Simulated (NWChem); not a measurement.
Correlation energy of ClGe

```
Ge
Cl 1 2.2045
```
Charge 0, spin multiplicity 2.

All runs are NWChem calculations. Structure: optimised with UB3LYP/def2-SVP, a minimum by its harmonic frequencies.

Basis set: def2-SVP. Each correlation energy counts from its own Hartree-Fock reference.

```csv
method,correlation energy (mHa)
CCSD(T) on UHF,-341.1
CCSD[T] on UHF,-342.0
UMP2,-317.2
CCSD(T) on ROHF,-345.0
SCS-UMP2,-298.3
CCSD on ROHF,-335.4
CCSD on UHF,-331.8
CCSD[T] on ROHF,-345.9
```

The values span 47.6 mHa, from CCSD[T] on ROHF (lowest) to SCS-UMP2 (highest). 

The Hamiltonian is non-relativistic. The correlated methods keep 14 core orbitals frozen. This spin state was chosen for the runs; another may lie lower. The structure started from a generated list of species. The unpaired electrons of the parent sit in orbitals of symmetry b1 (C2v labels of the run); other states weren't searched. No SCF solution was tested for a lower state. Open-shell Hartree-Fock references start from PBE0 orbitals. No row is a measurement; the coupled-cluster row has its own basis-set and correlation limits.
